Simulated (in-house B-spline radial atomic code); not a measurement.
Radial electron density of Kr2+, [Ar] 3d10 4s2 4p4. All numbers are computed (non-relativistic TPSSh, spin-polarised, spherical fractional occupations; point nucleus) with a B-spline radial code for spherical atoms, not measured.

Caution: exact exchange at fractional occupations of open shells leaves self-interaction of up to several eV.

Columns: r (bohr), 4πr²n(r) (electrons per bohr), bar.

```
 0.00182    1.178 #
 0.00222    1.703 #
 0.00271     2.45 ##
 0.00331      3.5 ###
 0.00403    4.927 ####
 0.00492    6.888 ######
 0.00599    9.454 ########
 0.00731    12.81 ###########
 0.00891    16.96 ##############
  0.0109    22.02 ##################
  0.0132     27.4 #######################
  0.0161    33.17 ############################
  0.0197    38.54 ################################
   0.024    42.42 ####################################
  0.0293    44.14 #####################################
  0.0357     43.3 ####################################
  0.0435    40.52 ##################################
   0.053    37.52 ###############################
  0.0646    36.66 ###############################
  0.0788     39.7 #################################
  0.0961    45.96 ######################################
   0.117    51.78 ###########################################
   0.143    52.55 ############################################
   0.174    46.36 #######################################
   0.212    36.68 ###############################
   0.259    30.31 #########################
   0.316     31.3 ##########################
   0.385    35.87 ##############################
   0.469    36.52 ###############################
   0.572    29.81 #########################
   0.697    19.35 ################
    0.85    10.74 #########
    1.04    6.531 #####
    1.26    5.423 #####
    1.54    4.713 ####
    1.88    3.362 ###
    2.29    1.803 ##
    2.79   0.6835 #
     3.4   0.1818 
    4.15  0.03134 
    5.06 0.003258 
    6.17 0.000186
```

On this grid the curve has 3 maxima, near 0.0293, 0.143, 0.469 bohr.

The 4p up radial function P(r) = rR(r), positive near the nucleus:

| r (bohr) | P |
| --- | --- |
| 0.00271 | 0.001162 |
| 0.00403 | 0.00251 |
| 0.00599 | 0.005353 |
| 0.00891 | 0.01124 |
| 0.0132 | 0.02283 |
| 0.0197 | 0.04522 |
| 0.0293 | 0.08404 |
| 0.0435 | 0.1428 |
| 0.0646 | 0.2119 |
| 0.0961 | 0.2498 |
| 0.143 | 0.1769 |
| 0.212 | -0.05643 |
| 0.316 | -0.3412 |
| 0.469 | -0.3638 |
| 0.697 | 0.04631 |
| 1.04 | 0.6213 |
| 1.54 | 0.8502 |
| 2.29 | 0.5803 |
| 3.4 | 0.1938 |
| 5.06 | 0.02621 |
